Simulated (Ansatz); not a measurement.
Kohn–Sham single points on C2H6BBrS.

```yaml
crystal:
  periodic: [false, false, false]
  atoms:
    - {symbol: S, position_ang: [-1.324219, 0.643565, 1.117379]}
    - {symbol: C, position_ang: [-0.364775, -0.933862, 1.059753]}
    - {symbol: B, position_ang: [0.557367, 0.143638, 0.413852]}
    - {symbol: C, position_ang: [0.679721, 0.229792, -1.158941]}
    - {symbol: Br, position_ang: [0.723621, 2.066535, -1.824174]}
    - {symbol: H, position_ang: [-1.960238, 0.494807, -0.055966]}
    - {symbol: H, position_ang: [-0.199529, -1.260245, 2.082419]}
    - {symbol: H, position_ang: [-0.890408, -1.679186, 0.469572]}
    - {symbol: H, position_ang: [1.347490, 0.707812, 1.112860]}
    - {symbol: H, position_ang: [1.622733, -0.211272, -1.487519]}
    - {symbol: H, position_ang: [-0.126463, -0.258485, -1.708636]}
basis:
  gaussian: {orbitals: def2-TZVPP}
hamiltonian: {xc: {name: wB97M-V}}
output: {forces: true, orbitals: {seedname: orbitals}}
```

```sh
$ ansatz run in.yaml --threads 4 --pin off --events-out ev --progress --plain --max-ram 10444MiB
```

It prints (some lines left out):

```
Functional definition: wB97M-V
1582 factors; their error is unknown
346 factors; integrals over basis functions are off by at most 2.8e-5 eV
mean field evaluation 1: about -83720.7513 eV, gradient 4.2e1 eV
mean field evaluation 2: about -83721.7190 eV, gradient 3.7e1 eV
mean field evaluation 4: about -83724.9800 eV, gradient 1.1e0 eV
mean field evaluation 8: about -83725.2286 eV, gradient 8.4e-2 eV
mean field evaluation 16: about -83725.2286 eV, gradient 2.9e-5 eV
mean field -83725.22863032 eV, -3076.8454011661 hartree, gradient 3.0e-5 eV, S^2 0.000000; 0 other end points of the search recorded, 0 dependent functions left out
reference -83725.22867966 eV, -3076.8454029794 hartree; 37, 37 occupied and 230, 230 virtual orbitals, 1582 factors
Total energy: -83725.22867966 eV, -3076.8454029794 hartree
Atom 0 at    -1.324219     0.643565     1.117379 Å, force    -0.257493     0.133851    -0.049329 eV/Å
Atom 1 at    -0.364775    -0.933862     1.059753 Å, force     0.054084    -0.161277     0.036779 eV/Å
Atom 2 at     0.557367     0.143638     0.413852 Å, force     0.210513    -0.015277     0.105290 eV/Å
Atom 3 at     0.679721     0.229792    -1.158941 Å, force     0.028827    -0.080733    -0.148030 eV/Å
Atom 4 at     0.723621     2.066535    -1.824174 Å, force    -0.005281     0.036522     0.013612 eV/Å
Atom 5 at    -1.960238     0.494807    -0.055966 Å, force     0.051066     0.008076     0.088747 eV/Å
Atom 6 at    -0.199529    -1.260245     2.082419 Å, force    -0.014305     0.029408    -0.098282 eV/Å
Atom 7 at    -0.890408    -1.679186     0.469572 Å, force     0.055912     0.073033     0.040745 eV/Å
Atom 8 at     1.347490     0.707812     1.112860 Å, force    -0.091241    -0.065274    -0.089755 eV/Å
Atom 9 at     1.622733    -0.211272    -1.487519 Å, force    -0.093171     0.019313     0.036395 eV/Å
Atom 10 at    -0.126463    -0.258485    -1.708636 Å, force     0.061089     0.022357     0.063827 eV/Å
Dipole moment:    -0.397841    -0.567426     0.200262 e Å
```

Run time 16 s (4 threads of an Arm Neoverse V1 on a shared host); peak host memory 1.1 GiB.

The same input with `hamiltonian: {xc: {name: B3LYP}, dispersion: d4}` (abridged; 7.5 s):

```
Functional definition: B3LYP
mean field evaluation 16: about -83732.7854 eV, gradient 1.4e-3 eV
mean field -83732.78536595 eV, -3077.1231060784 hartree, gradient 2.5e-5 eV, S^2 0.000000
Total energy: -83733.24998790 eV, -3077.1401806202 hartree
Atom 0 force    -0.433761     0.310768     0.065608 eV/Å
Atom 1 force     0.138207    -0.271409     0.036640 eV/Å
Atom 2 force     0.299842    -0.074186     0.041303 eV/Å
Atom 3 force     0.037900    -0.398662     0.049202 eV/Å
Atom 4 force     0.012131     0.402420    -0.166333 eV/Å
Atom 5 force    -0.019432     0.020439     0.029749 eV/Å
Atom 6 force    -0.003449    -0.000973    -0.083507 eV/Å
Atom 7 force     0.053369     0.042342     0.051241 eV/Å
Atom 8 force    -0.074861    -0.067580    -0.086593 eV/Å
Atom 9 force    -0.074243     0.015302     0.018347 eV/Å
Atom 10 force     0.064296     0.021540     0.044343 eV/Å
Dipole moment:    -0.395090    -0.570858     0.207601 e Å
```

Changing it to `hamiltonian: {xc: pbe, dispersion: d4}` (abridged; 3.4 s):

```
Functional definition: PBE
mean field evaluation 16: about -83711.9741 eV, gradient 7.8e-4 eV
mean field -83711.97413960 eV, -3076.3583076162 hartree, gradient 5.0e-5 eV, S^2 0.000000
Total energy: -83712.26027696 eV, -3076.3688229704 hartree
Atom 0 force    -0.011748     0.259419     0.277737 eV/Å
Atom 1 force     0.064642    -0.131271    -0.001972 eV/Å
Atom 2 force     0.035681     0.067927    -0.076582 eV/Å
Atom 3 force    -0.012740    -0.112031     0.210043 eV/Å
Atom 4 force     0.011975     0.356435    -0.145625 eV/Å
Atom 5 force    -0.122651    -0.036799    -0.247058 eV/Å
Atom 6 force     0.030438    -0.082936     0.211324 eV/Å
Atom 7 force    -0.106618    -0.168599    -0.117233 eV/Å
Atom 8 force     0.085431     0.064914     0.082119 eV/Å
Atom 9 force     0.192211    -0.100495    -0.075512 eV/Å
Atom 10 force    -0.166622    -0.116564    -0.117242 eV/Å
Dipole moment:    -0.411540    -0.551850     0.206840 e Å
```

B3LYP takes the VWN-RPA correlation (the form of Gaussian; ORCA's B3LYP/G).
